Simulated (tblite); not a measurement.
`O=Cc1nncn1C1CC1`. Structure optimised with GFN2-xTB, isolated species.

```
atom  x, y, z in Å
O1     1.2306    2.4175    0.5250
C2     2.0082    1.5796    0.1365
C3     1.6988    0.1817   -0.0829
N4     2.5751   -0.7246   -0.4660
N5     1.9598   -1.8905   -0.5484
C6     0.7048   -1.7119   -0.2170
N7     0.4708   -0.4187    0.0930
C8    -0.7319    0.2348    0.4747
C9    -1.7508    0.5638   -0.5828
C10   -2.0428   -0.4863    0.4446
H11    3.0631    1.8086   -0.0880
H12   -0.0265   -2.4925   -0.1877
H13   -0.5580    0.9716    1.2489
H14   -2.2493    1.5177   -0.5225
H15   -1.5441    0.2393   -1.5917
H16   -2.7474   -0.2623    1.2304
H17   -2.0674   -1.5157    0.1242
```

Problem. Work out the bond lengths O1=C2, C2–C3, C3–N4, N4–N5, C6–N7, N7–C8, C8–C9, C8–C10 in bohr.

Solution. For O1=C2 the difference vector is (0.7776, -0.8379, -0.3885) Å, of length 1.2073 Å. 1 bohr = 0.529177 Å. O1=C2 2.282; C2–C3 2.737; C3–N4 2.490; N4–N5 2.496; C6–N7 2.552; N7–C8 2.685; C8–C9 2.844; C8–C10 2.828 bohr.

Problem. How far are the heavy atoms from their best plane (unweighted least squares)?

Solution. 0.320 Å rms; O1 0.15, C2 0.03, C3 0.02, N4 0.18, N5 0.10, C6 0.11, N7 0.17, C8 0.35, C9 0.82, C10 0.35 Å (magnitudes).

Problem. How far apart are these pairs, which share no bond: O1···C3, C2···C9, N4···C8, N7···H12, H12···H15, H14···H16?

Solution. O1···C3 2.364 Å (2 bonds apart); C2···C9 3.960 Å (4 bonds apart); N4···C8 3.570 Å (3 bonds apart); N7···H12 2.151 Å (2 bonds apart); H12···H15 3.426 Å (5 bonds apart); H14···H16 2.547 Å (3 bonds apart).

Problem. What are the angles N4–C3–N7, N5–C6–H12, N7–C6–H12, C6–N7–C8, N7–C8–C9, C8–C9–C10, C9–C10–H17?

Solution. From the scalar product of the two bond vectors; for N4–C3–N7 it is -0.5993 Å² over 1.3176 × 1.3782 Å², cos θ = -0.3301. N4–C3–N7 109.3°; N5–C6–H12 124.2°; N7–C6–H12 125.0°; C6–N7–C8 130.5°; N7–C8–C9 119.0°; C8–C9–C10 59.8°; C9–C10–H17 118.0°.

Problem. What is the repulsion energy of the bare nuclei, Σ ZA·ZB/RAB?

Solution. 513.50 Eh over 136 pairs, with full nuclear charges and distances in bohr; the largest single term is 21.04 Eh (O1 with C2).

Problem. Where is the centre of mass (commonest isotopes), and what is the radius of gyration?

Solution. Mass 137.059 u; centre at (0.600, 0.006, -0.016) Å; Rg = √(Σ m r²/M) = 2.101 Å. As Ia + Ib + Ic = 2 Σ m r², the three principal moments sum to 1210.5 u·Å².

Problem. Write the matrix of distances between heavy atoms (Å, lower triangle).

Solution. 
```
O1    0.000
C2    1.207  0.000
C3    2.364  1.448  0.000
N4    3.558  2.448  1.318  0.000
N5    4.499  3.537  2.140  1.321  0.000
C6    4.228  3.558  2.143  2.130  1.310  0.000
N7    2.968  2.522  1.378  2.199  2.190  1.350  0.000
C8    2.936  3.071  2.494  3.570  3.579  2.516  1.421  0.000
C9    3.681  3.960  3.507  4.515  4.449  3.368  2.521  1.505  0.000
C10   4.376  4.558  3.837  4.713  4.356  3.080  2.539  1.496  1.498  0.000
```

GFN2-xTB frequencies show an imaginary mode (39i cm⁻¹), so the point is no minimum at that level. 2 starts were optimised and ended at 0.00 and 0.04 kcal/mol (GFN2-xTB); the lowest of these is shown.

The numbers are calculated, not measured.
